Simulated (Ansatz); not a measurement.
`[NH2][Sc]([OH])[O][SiH3]` + `[CH3][GeH]([OH])[F]` → `[CH3][Sc]([NH2])[O][SiH3]` + `[OH][GeH]([OH])[F]`  (redistribution)

Isolated molecules relaxed with PBE0-D4/def2-TZVP in Ansatz; ΔE leaves out vibrations. CCSD(T)/CBS is the MP2 limit (def2-TZVPP, def2-QZVPP) plus CCSD(T) − MP2 in def2-TZVPP, frozen cores. DFT in def2-TZVPP. HSE06 is defined as in plane-wave codes. For Ge, Sc outer-core shells are correlated without core-valence functions, which leaves a few kJ/mol of doubt a bond. Scalar relativity is left out up to krypton. Each species was taken in one conformer, which may not be the lowest.

```csv
level,ΔE (kcal/mol),difference from CCSD(T)/CBS
r2SCAN-D4,35.8,-0.3
PBE0-D4,35.8,-0.3
HSE06-D4,35.6,-0.5
B2PLYP,36.7,0.6
PBE,36.2,0.1
HF/def2-SVP,36.4,0.3
CCSD/def2-SVP,37.6,1.5
CCSD(T)/def2-SVP,37.8,1.7
HF/def2-TZVPP,34.1,-2.0
CCSD(T)/def2-TZVPP,35.9,-0.2
CCSD(T)/CBS,36.1,0
```

Largest T1 diagnostic among the species: 0.015.

At CCSD(T), def2-SVP lies +1.7 kcal/mol from the extrapolated value and def2-TZVPP −0.2 kcal/mol. In def2-TZVPP, CCSD(T) changes the Hartree–Fock value by +1.7 kcal/mol (the triples alone add +0.1 kcal/mol) and MP2 by +2.7 kcal/mol.
